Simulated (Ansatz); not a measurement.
Reaction (redistribution): `C[SiH2]O[SiH3]` + `NBOCN` → `C[SiH2]O[SiH2]N` + `BOCN`

Program: Ansatz. Geometries: PBE0-D4/def2-TZVP. ΔE: electronic, gas phase. CBS: MP2 limit from def2 TZ/QZ plus the TZ coupled-cluster correction, frozen cores. This one scheme is used for every species. Functionals use def2-TZVPP. Each species was taken in one conformer, which may not be the lowest.

```tsv
level	ΔE (kcal/mol)
r2SCAN	8.4
MP2/def2-TZVPP	7.4
CCSD/def2-TZVPP	8.2
HF/CBS(def2)	9.0
```

Problem. What does CCSD(T)/CBS give? (Estimate.)

Solution. The calculation gave: +7.5 kcal/mol. The listed levels differ from it by 0.9, -0.1, 0.7, 1.5 kcal/mol.

Largest T1 diagnostic among the species: 0.013.

In def2-TZVPP, CCSD(T) changes the Hartree–Fock value by −1.3 kcal/mol (the triples alone add −0.3 kcal/mol) and MP2 by −1.8 kcal/mol.
